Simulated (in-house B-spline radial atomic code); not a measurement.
wB97X excitations of the caesium ion Cs⁷⁺

Method: wB97X. Computed with a B-spline radial code for spherical atoms: linear response of the closed shell [Kr] 4d10 5s2 with the functional's adiabatic kernel; scalar-relativistic (spin-free one-electron X2C), finite nucleus, no spin-orbit coupling, no double excitations, S, P, D and F terms only; shells from n = 3 respond. Only terms of natural parity with L up to 3 were computed.

Spin-orbit coupling is strong here, so these LS terms don't match observed levels.

Command:
```bash
python run_td.py task.json out
```
Settings (radii: box in bohr, nucleus in fm):
```
Z                        55
electrons                48
configuration            [Kr] 4d10 5s2
hamiltonian              x2c
method                   wb97x
box_radius               12.81
rms_radius               4.8041
intervals                69
```

Cost of the run: 2.8 s on 1 thread of Intel(R) Xeon(R) Platinum 8259CL CPU @ 2.50GHz (Skylake/Cascade Lake) (shared host).

The lowest states, in the order of their Tamm-Dancoff energies; the method's threshold (minus the highest occupied level) is 108.69 eV. Labels give the largest channel, * marks a mixed state, and oscillator strengths are full-response dipole values. Semilocal kernels can invert the small singlet-triplet splittings of Rydberg terms. Energies in eV:

```
     state  full response  Tamm-Dancoff  oscillator strength
5s → 5p 3P         15.496        15.580                    -
5s → 5p 1P         19.371        19.996                 1.56
5s → 4f 3F          31.29         31.32                    -
5s → 4f 1F              ?             ?                    -
5s → 5d 3D          40.54         40.56                    -
5s → 5d 1D          41.10         41.19                    -
5s → 6s 3S          51.94         51.96                    -
5s → 6s 1S          52.67         52.73                    -
5s → 6p 3P          58.36         58.38                    -
5s → 6p 1P          58.90         58.95                0.132
5s → 5f 1F          64.26         64.30                    -
5s → 5f 3F              ?             ?                    -
5s → 6d 3D          67.80         67.81                    -
5s → 6d 1D          68.62         68.63                    -
5s → 7s 3S          72.61         72.62                    -
5s → 7s 1S          72.83         72.86                    -
```

Question: Where does 5s → 4f 1F lie?

Answer: At 32.10 eV in full response, 32.11 eV in Tamm-Dancoff.

Question: Where does 5s → 5f 3F lie?

Answer: At 64.53 eV in full response, 64.55 eV in Tamm-Dancoff.

Question: How large is the singlet-triplet splitting of 5s → 5p (P terms) in Tamm-Dancoff?

Answer: 4.42 eV, from the unrounded values.

Question: What polarisabilities and dispersion coefficient does the method give?

Answer: Dipole 3.89 bohr³, quadrupole 5.237 bohr⁵, C6 11.55 hartree·bohr⁶ for two such species.
